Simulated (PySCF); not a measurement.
## Field gradients at the hydrogen positions

Compound: C7H12Si.
Structure used (GFN2-xTB), in Å, numbered top down from 1:
```xyz
20
C7H12Si angstrom
C      0.0875    3.0130    0.0206
C      0.7312    2.0113   -0.1451
C      1.5396    0.8780   -0.3548
C      1.1115   -0.3867   -0.2634
C      2.0638   -1.5149   -0.5122
Si    -0.6826   -0.8375    0.1687
C     -1.1543   -0.1364    1.8728
C     -1.8563   -0.1712   -1.1716
H     -0.4908    3.8749    0.1725
H      2.5725    1.1031   -0.6068
H      3.0568   -1.1544   -0.7776
H      1.6924   -2.1461   -1.3189
H      2.1433   -2.1397    0.3770
H     -0.7682   -2.3120    0.2070
H     -1.0227    0.9408    1.8990
H     -2.1922   -0.3511    2.1082
H     -0.5422   -0.5624    2.6620
H     -1.7458    0.9029   -1.2842
H     -1.6563   -0.6258   -2.1371
H     -2.8922   -0.3751   -0.9193
```

Level: PBE0/pcSseg-1 (PySCF, non-relativistic); Q(2H) = 0.00286 b; rigid geometry, the same for H and D, with no vibrational averaging.

Question: Rank these positions by the coupling χzz of a deuteron there, largest first.
A. H14 (Si–H hydrogen)
B. H16 (methyl hydrogen)
C. H12 (methyl hydrogen)
D. H9 (alkyne hydrogen)

Answer: D (267 kHz), B (220 kHz), C (209 kHz), A (103 kHz).

Question: Give the electric field gradient Vzz (the principal value of largest size), its asymmetry and the 2H coupling at each hydrogen.

Answer: 
| atom | bonded to | bond length (Å) | Vzz (au) | η | χzz (kHz) |
| --- | --- | --- | --- | --- | --- |
| H9 | C1 | 1.049 | 0.3975 | 0.01 | 267 |
| H10 | C3 | 1.087 | 0.3149 | 0.08 | 212 |
| H11 | C5 | 1.089 | 0.3107 | 0.03 | 209 |
| H12 | C5 | 1.090 | 0.3111 | 0.03 | 209 |
| H13 | C5 | 1.090 | 0.3111 | 0.03 | 209 |
| H14 | Si6 | 1.477 | 0.1527 | 0.02 | 103 |
| H15 | C7 | 1.086 | 0.3226 | 0.02 | 217 |
| H16 | C7 | 1.086 | 0.3271 | 0.01 | 220 |
| H17 | C7 | 1.086 | 0.3269 | 0.01 | 220 |
| H18 | C8 | 1.086 | 0.3228 | 0.02 | 217 |
| H19 | C8 | 1.086 | 0.3270 | 0.01 | 220 |
| H20 | C8 | 1.085 | 0.3275 | 0.01 | 220 |

Question: Average by the element that carries the hydrogen.

Answer: on C: 220 kHz over 11 positions, mean bond length 1.083 Å; on Si: 103 kHz over 1 position, mean bond length 1.477 Å.

Question: How does χzz go with the bond length over the 11 C–H bonds?

Answer: A straight-line fit has a slope of -14.0 kHz for each 0.01 Å, with a correlation coefficient of -0.99, over lengths from 1.049 to 1.090 Å. The longer bonds have the smaller couplings here.

The structure is a single GFN2-xTB conformer in the gas phase; no vibrational or solvent corrections. GFN2-xTB bond lengths can be off by several hundredths of an ångström, more for odd bonds, and the gradients follow them. A larger basis could move these couplings by a tenth or more.

The run behind these numbers computed NMR shieldings as well. The run took 67 s on Arm Neoverse N1, one thread, shared host, and the process peaked at 0.90 GiB of memory.
